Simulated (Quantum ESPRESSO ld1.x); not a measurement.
Rh3+, 42 electrons, occupied as [Kr] 4d6 (the NIST ground configuration). Calculated with ld1.x of Quantum ESPRESSO 7.5: scalar-relativistic Kohn-Sham, LDA (Slater exchange, Perdew-Wang correlation), spin-polarised, spherical densities, point nucleus; open shells are filled with parallel spins first.

Normalised radial functions P(r) = r R(r), r in bohr:

```
   r/bohr * 3d up, o 4p up, + 4d down (the largest magnitude, 1.66, reaches the edge; | marks zero, & curves that meet)
 0.003673                             &
  0.00548                             &
 0.008175                             &
   0.0122                             &o
  0.01805                             & o
  0.02693                             +* o
  0.04017                             +*   o
  0.05992                             |+  * o
  0.08869                             |  +  o *
   0.1323                             | o  +         *
   0.1974                       o     |      +               *
   0.2944                   o         |      +                   *
   0.4358                          o  |+                    *
   0.6501                     +       |          *o
   0.9698               +             |  *              o
    1.447                +            *          o
    2.141                     +       *   o
    3.194                           + &
    4.765                             &
```

3d up: eigenvalue -338.04 eV, 0 radial nodes, <r> = 0.371 bohr, 90 % of the charge inside 0.589 bohr. 4p up: eigenvalue -87.396 eV, 2 radial nodes at r = 0.147, 0.472 bohr, <r> = 1.06 bohr, 90 % of the charge inside 1.57 bohr. 4d down: eigenvalue -38.000 eV, 1 radial node at r = 0.462 bohr, <r> = 1.38 bohr, 90 % of the charge inside 2.15 bohr.
